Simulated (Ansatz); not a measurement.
**Energy profile**

The step: BH₃ + NH₃ + NH₃ → BNH₄ ([BH2][NH2]) + NH₃ + H₂; bonds formed: H2–H7, H5–N8; dative contacts that become bonds: B1–N6; bonds broken: B1–H2, H5–N6, H7–N8 (atoms numbered as in the saddle structure below).

B1  (-1.102, -0.120, -0.641)
H2  (0.027, -0.501, -1.283)
H3  (-1.804, -0.953, -1.171)
H4  (-1.266, 1.011, -1.042)
H5  (0.938, 0.184, 0.894)
N6  (-0.935, -0.199, 0.867)
H7  (0.741, -0.111, -0.753)
N8  (1.663, 0.288, 0.156)
H9  (-1.258, -1.068, 1.270)
H10  (-1.424, 0.548, 1.341)
H11  (1.968, 1.247, 0.065)
H12  (2.451, -0.328, 0.298)
(Å)

Electronic energies by CCSD(T) at an estimated basis limit (MP2 extrapolated from triple and quadruple zeta, plus CCSD(T) − MP2 in triple zeta), on PBE0-D4/def2-TZVP structures; BN$_{2}$H$_{9}$, singlet; no counterpoise correction. Program: Ansatz 0.2.0. Basis: def2-TZVPP and def2-QZVPP. Cores are frozen in the correlated methods. Extrapolation: Hartree–Fock as exp(−7.88 √X), correlation as X^−2.97.

**Question.** Give the profile in eV, counted from the separated reactants. (Judge from chemistry; the value comes from the calculation.)

**Answer.** By the calculation:
```json
{"point": "separated: BH$_{3}$ (B1, H2, H3, H4; singlet) + NH$_{3}$ (H5, N6, H9, H10; singlet) + NH$_{3}$ (H7, N8, H11, H12; singlet)", "eV": "0.000"}
{"point": "start structure", "eV": "-1.769"}
{"point": "saddle", "eV": "-0.268"}
{"point": "end structure", "eV": "-1.590"}
{"point": "separated: BNH$_{4}$ (linked as [BH2][NH2]; B1, H3, H4, N6, H9, H10; singlet) + H$_{2}$ (H2, H7; singlet) + NH$_{3}$ (H5, N8, H11, H12; singlet)", "eV": "-1.350"}
```
The saddle lies below the separated reactants: the barrier is submerged.

No T1 diagnostic of these runs exceeds 0.013.

The step is the kind of exchange with an N–H group that builds nitride films in atomic layer and chemical vapour deposition.

For scale, one of the runs: CCSD(T)/def2-TZVPP, 219 basis functions, launched by `ansatz run in.yaml --threads 4 --pin off --events-out ev --progress --plain --max-ram 9574MiB`. The run took 45 s on 4 CPU threads of an Arm Neoverse V1 (shared host), with 3.5 GiB of host memory at its peak.
